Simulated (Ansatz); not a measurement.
A run for Ansatz (a quantum-chemistry and plane-wave program): R-SVWN5/def2-TZVPPD on C2H7Cl (a complex). Files ending in .json are basis or fitting sets from the Basis Set Exchange.

Ansatz 0.2 input:
```yaml
crystal:
  periodic: [false, false, false]
  atoms:
    - {symbol: C, position_ang: [0.08600622, 0.02345544, -0.02055014]}
    - {symbol: H, position_ang: [1.15752366, -0.17339939, 0.00099563]}
    - {symbol: H, position_ang: [-0.19272529, 0.62391864, 0.84378367]}
    - {symbol: H, position_ang: [-0.16274502, 0.56100141, -0.93448626]}
    - {symbol: H, position_ang: [-0.45702659, -0.92108159, 0.00033043]}
    - {symbol: C, position_ang: [0.80765029, -0.84884394, 3.45746321]}
    - {symbol: Cl, position_ang: [-0.09440026, 0.64005211, 3.89387009]}
    - {symbol: H, position_ang: [1.72305566, -0.55690838, 2.95217775]}
    - {symbol: H, position_ang: [1.02999050, -1.39177102, 4.37103409]}
    - {symbol: H, position_ang: [0.18402824, -1.44444949, 2.79830961]}
basis:
  gaussian:
    orbitals: def2-TZVPPD.json
hamiltonian:
  xc: {name: SVWN5}
scf: {lower_state_search: off}
```

It printed:

```
WARN ansatz: RAYON_NUM_THREADS=1 ignored (pool sized by the plan → 1); use --threads N
Functional definition: SVWN5
these checks for a lower state are left out or cut short: stability, starts, cluster_reference, orbital_swaps, neighbouring_geometries, increment
integrals: 0.14 GiB planned
1085 factors; their error is unknown
mean field: 1.07 GiB planned
mean field evaluation 1: about -14635.5668 eV, gradient 8.1e1 eV
mean field evaluation 2: about -14614.6656 eV, gradient 1.1e2 eV
mean field evaluation 4: about -14650.0982 eV, gradient 9.2e0 eV
mean field evaluation 8: about -14650.2809 eV, gradient 2.5e-1 eV
mean field evaluation 16: about -14650.2461 eV, gradient 4.1e-4 eV
mean field -14650.24609982 eV, -538.3866138751 hartree, gradient 4.4e-6 eV, S^2 0.000000; 0 other end points of the search recorded, 0 dependent functions left out
reference -14650.24615677 eV, -538.3866159677 hartree; 18, 18 occupied and 226, 226 virtual orbitals, 1085 factors
Total energy: -14650.24615677 eV, -538.3866159677 hartree
Checks for a lower state left out: stability, starts, cluster_reference, orbital_swaps, neighbouring_geometries, increment
```

The calculation finished and met its thresholds.

Cost: about 1.4 core-seconds (a rough figure).
